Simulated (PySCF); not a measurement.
Exercise with solution: chemical shift, span and skew from a shielding tensor

Si(F)2(SiH3)2 (F2H6Si3), SMILES F[Si](F)([SiH3])[SiH3]. Atoms are numbered in the order given.

```xyz
11

F      0.0000     1.3058    -1.3669
Si     0.0000     0.0000    -0.3916
F      0.0000    -1.3058    -1.3669
Si     1.9833     0.0000     0.8366
Si    -1.9833     0.0000     0.8366
H      2.0124    -1.2147     1.7026
H      2.0124     1.2147     1.7026
H      3.1633     0.0000    -0.0736
H     -3.1633     0.0000    -0.0736
H     -2.0124    -1.2147     1.7026
H     -2.0124     1.2147     1.7026
```

Coordinates come from a ωB97X-D3(BJ)/def2-SVP optimisation.

GIAO shieldings from PySCF with PBE/pcSseg-1, non-relativistic, no solvent. The symmetric part of the tensor of Si2 has the principal values 221.7, 265.1, 342.1 ppm. The same nucleus in TMS has σ = 335.4 ppm at this level (PySCF, at its B3LYP-D3(BJ)/def2-TZVP geometry).

**Question.** Work out the isotropic shielding, the ²⁹Si shift against TMS, the span and the skew.

**Answer.** 
σ(iso) = (σ11 + σ22 + σ33)/3 = 276.3 ppm. δ = σ(ref) − σ(iso) = 335.4 − (276.3) = 59.1 ppm.
Span Ω = σ33 − σ11 = 120.4 ppm. Skew κ = 3(σ(iso) − σ22)/Ω = 0.28. Tumbling in solution averages the tensor to δ; in a static solid the shielding alone would spread this spin-1/2 line over Ω.
